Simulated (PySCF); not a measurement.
C4H10BN, SMILES CC1CB(N)C1. Coordinates come from a B3LYP-D3(BJ)/def2-SVP optimisation. This is a generated structure with no PubChem entry under its InChIKey; it may be hypothetical. One conformer was computed; it need not be the lowest.

Computed equilibrium geometry at B3LYP-D3(BJ)/def2-SVP (PySCF confirms it by a frequency run) as a Z-matrix, and its point group (one conformer of several):
point group Cs.
```
C
H 1 1.1040
C 1 1.5219 2 109.38
H 3 1.1032 1 111.48 2 60.33
H 3 1.1032 4 107.92 1 122.73
H 3 1.1037 4 107.61 5 115.87
C 1 1.5667 2 108.80 3 129.82
H 7 1.1018 1 117.73 2 -29.73
H 7 1.1053 8 108.11 1 125.45
C 1 1.5667 2 108.80 3 -129.82
H 10 1.1018 1 117.73 2 29.73
H 10 1.1053 11 108.11 1 -125.45
B 7 1.5907 8 122.18 9 131.97
N 13 1.3909 7 133.86 8 -33.93
H 14 1.0136 13 123.08 7 -6.71
H 14 1.0136 15 113.83 13 179.96
```
